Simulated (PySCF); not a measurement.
H3Si, SMILES [SiH3-], charge -1.

Geometry optimised at PBE0-D3(BJ)/def2-TZVPD.

Two levels are set side by side: PBE/def2-TZVPD (PySCF) and HF/def2-TZVPD (PySCF). Same geometry, gas phase. Differences are taken from unrounded values.

```csv
quantity,HF
orbital gap (eV),8.07
highest occupied level (eV),-1.82
lowest empty level (eV),6.25
mean polarisability (bohr³),63.0
```

**Question.** What does PBE give, and how far is it from HF? (The exact figures need the calculation; the answer reports its results.)

**Answer.** 
```tsv
quantity	PBE	PBE minus HF
orbital gap (eV)	3.06	-5.00
highest occupied level (eV)	1.14	2.96
lowest empty level (eV)	4.21	-2.04
mean polarisability (bohr³)	72.0	9.0
```

Without exact exchange PBE keeps part of each electron's self-repulsion, which lifts occupied levels and narrows the gap. Loosely held outer electrons make PBE densities more polarisable. Differences between two approximate levels are no errors against the true value.
